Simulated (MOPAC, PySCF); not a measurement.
H9BSi3, SMILES `[SiH3]B([SiH3])[SiH3]`, neutral singlet in the gas phase. 

Cartesian coordinates (Å):
SMILES: [SiH3]B([SiH3])[SiH3]
```xyz
13

Si     1.7044    -0.9952     0.0885
B     -0.0185     0.0218     0.0508
Si    -1.7383    -0.9719     0.2962
Si     0.0219     1.9853    -0.3330
H      2.1139    -0.9255     1.5211
H      2.7870    -0.3888    -0.7258
H      1.5770    -2.4269    -0.2811
H     -2.8531    -0.1597     0.8427
H     -1.5938    -2.1949     1.1255
H     -2.1095    -1.3999    -1.0829
H     -1.1095     2.7532     0.2433
H      1.2921     2.6376     0.0739
H     -0.0736     2.0651    -1.8192
```
Charge 0, spin multiplicity 1.

All levels are single points at this geometry (B3LYP-D3(BJ)/def2-TZVP); Pople sets use spherical d functions. Orbital energies aren't observables, and empty levels follow the basis.

```
level                            HOMO (eV)  LUMO (eV)  gap (eV)  dipole (D)  vertical IE, Delta-SCF (eV)
-------------------------------  ---------  ---------  --------  ----------  ---------------------------
B3LYP-D3(BJ)/def2-TZVP in PySCF      -7.81      -3.29      4.52        0.11                         9.72
PBE-D3(BJ)/def2-TZVP in PySCF        -6.84      -4.05      2.79        0.06                            –
B3LYP/3-21G in PySCF                 -7.83      -2.98      4.85        0.05                            –
B3LYP/6-311+G** in PySCF             -7.82      -3.25      4.58        0.10                            –
B3LYP/LANL2DZ in PySCF               -7.85      -2.89      4.96        0.02                            –
BP86/6-31G* in PySCF                 -6.84      -3.90      2.94        0.04                            –
PBE/6-31G* in PySCF                  -6.74      -3.84      2.90        0.03                            –
SVWN5/6-31G* in PySCF                -6.77      -3.99      2.78        0.01                            –
HF/6-31G* in PySCF                  -10.69       0.69     11.38        0.18                         9.32
HF/STO-3G in PySCF                   -8.47       5.77     14.24        0.16                            –
AM1 in MOPAC                        -10.16      -0.33      9.83        0.06                            –
PM6 in MOPAC                         -9.12      -2.10      7.02        0.08                            –
PM7 in MOPAC                        -10.41      -1.45      8.96        0.05                            –
```
